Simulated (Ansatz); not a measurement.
Geometry optimisation, RKS CAM-B3LYP/STO-3G (Ansatz).

Input file:

```yaml
crystal:
  periodic: [false, false, false]
  atoms:
    - { symbol: Si, position_ang: [0.0, 0.0, 0.0] }
    - { symbol: H, position_ang: [0.0, 0.0, 1.46] }
    - { symbol: H, position_ang: [1.3768, 0.0, -0.4862] }
    - { symbol: O, position_ang: [-0.7913, 1.3709, -0.5594] }
    - { symbol: Si, position_ang: [-2.4002, 1.4263, -1.0396] }
    - { symbol: H, position_ang: [-3.2124, 0.6421, -0.1138] }
    - { symbol: H, position_ang: [-2.862, 2.8114, -1.0378] }
    - { symbol: H, position_ang: [-2.5267, 0.8736, -2.385] }
    - { symbol: O, position_ang: [-0.7913, -1.3709, -0.5594] }
    - { symbol: H, position_ang: [-1.2459, -1.8365, 0.2129] }
basis:
  gaussian: { orbitals: STO-3G }
hamiltonian:
  xc: cam_b3lyp
relax:
  f_tol: 0.02
  max_steps: 40
```

Command:

```bash
$ ansatz run input.yaml --threads 1 --pin off --max-ram 2048MiB --backend cpu --events-out ev --progress --plain --runs-dir out
```

Where does it end, and by what steps?

The forces met the threshold. The force dipped under the threshold on the way, but the program's further checks kept it going. Limits of this set-up: minimal basis. After 23 steps the energy has fallen by 0.162 eV; H3 moved furthest, 1.00 Å.

```
step  energy less start (eV)  largest force component (eV/Å)  accepted
   0                  0.0000                           0.635       yes
   1                 -0.0727                           0.386       yes
   2                 -0.0818                           0.221       yes
   3                 -0.0875                           0.293       yes
   4                 -0.0921                           0.118       yes
   5                 -0.0939                           0.041       yes
   6                 -0.0893                           0.350        no
   7                 -0.0927                           0.157        no
   8                 -0.0948                           0.010       yes
   9                 -0.0967                           0.115       yes
  10                 -0.0987                           0.161       yes
  11                 -0.1030                           0.198       yes
  12                 -0.1096                           0.217       yes
  13                 -0.1174                           0.276       yes
  14                 -0.1259                           0.255       yes
  15                 -0.1454                           0.125       yes
  16                 -0.1522                           0.250       yes
  17                 -0.1450                           0.347        no
  18                 -0.1567                           0.103       yes
  19                 -0.1594                           0.042       yes
  20                 -0.1602                           0.078       yes
  21                 -0.1609                           0.044       yes
  22                 -0.1615                           0.041       yes
  23                 -0.1617                           0.012       yes
```

```xyz
10
Properties=species:S:1:pos:R:3
Si -0.101 -0.069 0.016
H 0.745 0.055 1.180
H 0.681 -0.035 -1.197
O -1.176 1.215 0.116
Si -2.326 1.433 -1.100
H -3.348 0.413 -1.065
H -2.938 2.715 -0.865
H -1.731 1.421 -2.416
O -0.913 -1.561 -0.046
H -1.346 -1.669 0.867
```

Time of the run: 51 s on 1 thread of Arm Neoverse V1, on a shared host, peak memory 0.1 GiB.
